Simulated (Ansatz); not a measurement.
Input (FCI/cc-pVDZ; Ansatz, a program for electronic structure):

Ansatz 0.2 input:
```yaml
crystal:
  periodic: [false, false, false]
  atoms:
    - {symbol: B, position_ang: [-0.00000000, -0.00000000, -0.20072794]}
    - {symbol: H, position_ang: [0.00000000, 0.00000000, 1.00363971]}
basis:
  gaussian:
    orbitals: cc-pVDZ
total_charge: 1
magnetization: {spin_polarized: true, initial_magnetization: 1}
correlation: {method: fci, electrons: outside_noble_gas}
```

Output:

```
Functional definition: HF
integrals: 0.00 GiB planned
312 factors; integrals over basis functions are off by at most 2.3e-7 eV
mean field: 0.05 GiB planned
mean field evaluation 1: about -674.6090 eV, gradient 6.4e0 eV
mean field evaluation 2: about -674.6090 eV, gradient 6.4e0 eV
mean field evaluation 4: about -675.2668 eV, gradient 7.8e-1 eV
mean field evaluation 8: about -675.2850 eV, gradient 3.4e-4 eV
mean field -675.28496993 eV, -24.8162649205 hartree, gradient 1.1e-6 eV, S^2 0.754686; 0 other end points of the search recorded, 0 dependent functions left out
mean field evaluation 16: about -675.2473 eV, gradient 4.4e-1 eV
1 core orbitals not correlated
reference -675.24734566 eV, -24.8148822541 hartree; 2, 1 occupied and 16, 17 virtual orbitals, 312 factors
configuration interaction: 0.06 GiB planned
state -676.52601244 eV, -24.8618723913 hartree
Total energy: -676.52601244 eV, -24.8618723913 hartree
```
